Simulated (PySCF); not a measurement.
# What a mistake does to a calculation on BCl2HO

All numbers below are calculated, not measured. The program is PySCF 2.14.0, an open-source quantum chemistry code, run on an isolated molecule that a program drew, which may never have been made. The molecule is BCl2HO (charge 0, singlet), drawn as the SMILES string `OB(Cl)Cl`.

Each row is a Hartree-Fock (HF) and frozen-core CCSD(T) single point in the cc-pV(D+d)Z basis, meant for a local HF minimum. Run 1 is clean. Each other run has one planted mistake out of seven kinds, and not every kind appears here: one electron removed, one electron added, multiplicity raised by two, geometry at a saddle point, minimal basis STO-3G, one bond length entered in bohr, all coordinates scaled. The reference is restricted for singlets and unrestricted otherwise, and also for a bond in bohr. Adding or removing an electron swaps singlet and doublet. Electrons count all cores. HOMO and LUMO are orbital energies over both spins, the gradient is its largest component, and the lowest frequency (negative if imaginary) is given only where the gradient is small. Bond lengths are over the 4 bonds as drawn. T1 is the CCSD diagnostic: over 0.02 (restricted) or 0.045 (unrestricted) a single reference is doubtful.

Geometry of the clean run:
```xyz
5
BCl2HO, angstrom
O    -2.5886    2.2680   -1.5966
B    -1.7785    2.0406   -0.5650
Cl   -0.8842    0.5181   -0.4188
Cl   -1.6008    3.2789    0.6674
H    -2.6358    1.5579   -2.2216
```

| run | electrons | basis functions | <S^2> | HOMO (eV) | LUMO (eV) | gradient (hartree/bohr) | lowest frequency (cm^-1) | mean bond (Å) | longest bond (Å) | T1 | HF (hartree) | CCSD(T) (hartree) | mistake |
|---|---|---|---|---|---|---|---|---|---|---|---|---|---|
| 1 | 48 | 79 | 0.000 | -12.38 | 3.81 | 1.9e-05 | 282 | 1.4516 | 1.772 | 0.0119 | -1019.29535 | -1019.88344 | no fault |
| 2 | 48 | 79 | 0.916 | -10.07 | -0.73 | 7.3e-03 | - | 1.8457 | 3.348 | 0.0377 | -1019.15433 | -1019.71728 | one bond length entered in bohr |
| 3 | 48 | 29 | 0.000 | -10.97 | 6.63 | 3.9e-02 | - | 1.4516 | 1.772 | 0.0144 | -1008.09643 | -1008.21353 | minimal basis STO-3G |
| 4 | 48 | 79 | 2.019 | -4.59 | -3.58 | 6.9e-02 | - | 1.4516 | 1.772 | 0.0766 | -1019.00848 | -1019.59654 | multiplicity raised by two |
| 5 | 49 | 79 | 0.762 | 1.82 | 10.05 | 8.7e-02 | - | 1.4516 | 1.772 | 0.0103 | -1019.19039 | -1019.78382 | one electron added |
| 6 | 48 | 79 | 0.000 | -12.13 | 4.85 | 9.5e-02 | - | 1.3427 | 1.639 | 0.0099 | -1019.25174 | -1019.83249 | ? |

**Which mistake was planted in run 6, and what did it cost?**

The mean and the longest bond both change by the same factor, 0.925, and the gradient is no longer small. So the mistake is: all coordinates scaled. Subtracting run 1 and multiplying by 627.51 kcal/mol a hartree, the energy moved by 27.4 kcal/mol in HF and 32.0 kcal/mol in CCSD(T).

Cautions from the logs. Run 4: T1 is over the limit, so its CCSD(T) energy is less reliable; run 5: the HOMO is above zero, so the electron isn't bound and the energy depends on the basis.
